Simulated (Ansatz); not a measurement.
`[CH2]C[SiH2]Cl`• → `CC[SiH]Cl`•  (isomerisation)

Computed with Ansatz on PBE0-D4/def2-TZVP structures; ΔE is electronic, products minus reactants. CBS: MP2 limit from def2 TZ/QZ plus the TZ coupled-cluster correction, frozen cores. No spin–orbit coupling; open shells (•) take unrestricted orbitals. One conformer a species, not always the lowest.

`[CH2]C[SiH2]Cl`•:

Cartesian coordinates in Å:
```
C -0.037 -1.131 -1.047
C 0.293 0.261 -0.703
Si -0.180 0.492 1.106
Cl 0.229 2.415 1.743
H -1.031 -1.401 -1.379
H 0.670 -1.930 -0.867
H -0.270 0.989 -1.294
H 1.359 0.483 -0.804
H 0.598 -0.437 1.958
H -1.631 0.259 1.287
```

`CC[SiH]Cl`•:

Z-matrix (Å, degrees):
```
C
C 1 1.524
H 1 1.093 2 111.4
H 1 1.092 2 111.2 3 -120.1
H 1 1.092 2 111.2 3 119.9
Si 2 1.875 1 114.9 3 -61.1
H 2 1.096 1 111.1 3 60.1
H 2 1.097 1 110.8 3 178.0
Cl 6 2.066 2 109.5 1 -59.6
H 6 1.492 2 111.5 1 -177.8
```

```json
{"species": "`[CH2]C[SiH2]Cl`•", "CCSD(T)/CBS(def2) energy (Eh)": "-828.56312"}
{"species": "`CC[SiH]Cl`•", "CCSD(T)/CBS(def2) energy (Eh)": "-828.57732"}
```

Question: Work out ΔE.

Answer: ΔE = (-828.57732) − (-828.56312) = -0.01420 Eh = -37.3 kJ/mol.

Largest T1 diagnostic among the species: 0.012.

From PBE to PBE0 (25 % exact exchange), in def2-TZVPP and without D4, ΔE moves by +4.2 kJ/mol. At CCSD(T), def2-SVP lies −8.1 kJ/mol from the extrapolated value and def2-TZVPP −0.5 kJ/mol.
